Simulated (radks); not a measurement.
The numbers below are computed, except where a source is named.
How relativity changes the ionisation of the bromine ion Br+ ([Ar] 3d10 4s2 4p4) to Br2+ ([Ar] 3d10 4s2 4p3). Spin-unpolarised spherical Kohn-Sham, PBE, point nucleus unless stated (finite: rms radius 4.1629 fm), a radial shooting solver on a logarithmic mesh with Libxc functionals. A level marked "c x" has the speed of light scaled by that factor and shares open shells by 2j + 1; other Dirac levels either fill j = l - 1/2 first or share by 2j + 1.

| level | E(Br+) (hartree) | E(Br2+) (hartree) | IE (eV) | HOMO | <r> HOMO (bohr) |
|---|---|---|---|---|---|
| non-rel. | -2573.31409 | -2572.47778 | 22.757 | 4p | 1.969 |
| scalar-rel. | -2605.95140 | -2605.11497 | 22.761 | 4p | 1.962 |
| scalar-rel., finite nucleus | -2605.93089 | -2605.09445 | 22.761 | 4p | 1.962 |
| Dirac, 2j+1 shares | -2606.12951 | -2605.29284 | 22.767 | 4p3/2 | 1.974 |
| Dirac, low j first | -2606.14345 | -2605.31663 | 22.499 | 4p3/2 | 1.976 |
| Dirac, 2j+1 shares, finite nucleus | -2606.10898 | -2605.27231 | 22.767 | 4p3/2 | 1.974 |
| Dirac, c x 0.75 | -2633.20112 | -2632.36402 | 22.779 | 4p3/2 | 1.979 |
| Dirac, c x 0.85 | -2619.31839 | -2618.48153 | 22.772 | 4p3/2 | 1.976 |
| Dirac, c x 1.25 | -2594.07038 | -2593.23387 | 22.763 | 4p3/2 | 1.972 |

NIST Atomic Spectra Database: 21.591 eV (measured). The relativistic part of the total energy of Br+ is -32.79 hartree (Dirac, 2j+1 shares, finite nucleus), 1.3 % of the non-relativistic value. Spin polarisation and multiplet splitting of open shells are left out at every level.

Beside tabulated values, note that spin-unpolarised runs miss the spin-polarisation part of the exchange energy of open shells.
